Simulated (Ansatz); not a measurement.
Ansatz (an electronic-structure program) input file for NbCl5, SMILES [Cl][Nb]([Cl])([Cl])([Cl])[Cl], multiplicity 1, CAM-B3LYP/def2-TZVPD. Coordinates come from a PBE-D3(BJ)/def2-SVP optimisation. The multiplicity is an assumed one; other spin states were not compared. The isomer is the one that the SMILES or the coordinates give; other isomers of the formula were not compared. The def2 effective core potentials stand for the cores of Nb; spin–orbit coupling is left out.

Ansatz 0.2 input:
```yaml
crystal:
  periodic: [false, false, false]
  atoms:
    - {symbol: Nb, position_ang: [0.00000000, -0.00000000, 0.00000000]}
    - {symbol: Cl, position_ang: [2.28921554, -0.00000000, 0.00000001]}
    - {symbol: Cl, position_ang: [-0.00000001, -0.00000000, 2.33602730]}
    - {symbol: Cl, position_ang: [0.00000001, 0.00000000, -2.33602730]}
    - {symbol: Cl, position_ang: [-1.14460777, -1.98251881, -0.00000001]}
    - {symbol: Cl, position_ang: [-1.14460777, 1.98251881, -0.00000001]}
basis:
  gaussian:
    orbitals: def2-TZVPD
hamiltonian:
  xc: {name: CAM-B3LYP}
```

Output:

```
WARN ansatz: RAYON_NUM_THREADS=2 ignored (pool sized by the plan → 2); use --threads N
Functional definition: CAM-B3LYP
integrals: 0.51 GiB planned
1835 factors; their error is unknown
integrals: 0.54 GiB planned
427 factors; integrals over basis functions are off by at most 3.9e-5 eV
mean field: 3.26 GiB planned
mean field evaluation 1: about -64168.5485 eV, gradient 4.5e1 eV
mean field evaluation 2: about -64120.8989 eV, gradient 1.7e2 eV
mean field evaluation 4: about -64173.8828 eV, gradient 3.8e0 eV
mean field evaluation 8: about -64173.9162 eV, gradient 6.0e-2 eV
mean field evaluation 16: about -64174.0350 eV, gradient 3.9e-5 eV
mean field -64174.03495598 eV, -2358.3522859092 hartree, gradient 3.3e-5 eV, S^2 0.000000; 0 other end points of the search recorded, 0 dependent functions left out
reference -64174.03514091 eV, -2358.3522927052 hartree; 49, 49 occupied and 221, 221 virtual orbitals, 1835 factors
Total energy: -64174.03514091 eV, -2358.3522927052 hartree
```

Self-consistency was reached.

Cost: around 25 core-seconds (rough).
